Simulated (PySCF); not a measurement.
A GIAO shielding run with PySCF 2.14 (density fitting, non-relativistic, gas phase) on `C#CC1=CC(C#N)=C[SiH2]1`, C₇H₅NSi:

```
$ OMP_NUM_THREADS=1 python probes_run.py task.json out

{"job": {"kind": "nmr", "xc": "PBE0", "basis": "pcSseg-1"}, "charge": 0, "multiplicity": 1}
C      3.438147     0.137098    -0.337446
C      2.241642     0.084754    -0.216345
C      0.861779    -0.023345    -0.034785
C     -0.048618     0.754634    -0.656191
C     -1.440467     0.476747    -0.326292
C     -2.467043     1.238047    -0.924413
N     -3.303309     1.855615    -1.409570
C     -1.671962    -0.519944     0.557145
Si    -0.028496    -1.265717     1.103187
H      4.478123     0.200973    -0.458692
H      0.195174     1.539454    -1.357230
H     -2.670244    -0.791217     0.856377
H      0.150894    -2.647815     0.665574
H      0.263702    -1.039757     2.516514
```

Hardware: 1 thread of an AMD EPYC 9R45, shared host. The job also computes population analyses, field gradients, ring-centre shieldings.

Problem. How large is the calculation?

Solution. 68 electrons, 185 basis functions and 972 auxiliary functions.

Problem. How long does it take, and how much memory does it need?

Solution. 21 s of wall time, with 14 SCF cycles and 5 response iterations; peak memory 0.82 GiB. Times on a shared host scatter by some tens of per cent.
